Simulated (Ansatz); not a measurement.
```xyz
9

C    -1.199    0.545    0.546
Zr    0.633   -0.498   -0.027
O     1.171    0.340   -1.625
I     2.414   -0.103    1.992
I    -0.044   -3.105   -0.408
H    -1.595    0.124    1.478
H    -1.964    0.445   -0.232
H    -1.007    1.613    0.704
H     1.591    0.639   -2.428
```

The species carries charge 0 and has multiplicity 1. Zr, I: def2 effective core potential.

Task: List the r2SCAN/def2-TZVPP orbital energies in eV (Ansatz 0.2.0). (Best estimate.)

Result: Ansatz gave: Occupied: -516.61, -272.52, -184.34, -184.34, -130.31, -130.31, -130.26, -130.26, -130.25, -130.25, -57.42, -50.12, -50.12, -50.09, -50.09, -50.08, -50.08, -50.03, -50.03, -50.03, -50.03, -34.60, -34.17, -34.01, -26.04, -17.75, -17.60, -17.59, -13.56, -10.34, -10.28, -9.37, -9.21, -8.27, -7.83, -7.41, -7.19, -7.06, -6.96, -6.85. Lowest empty: -2.61, -2.52, -1.69, -1.55, -1.07, -0.35, 0.60, 0.97.
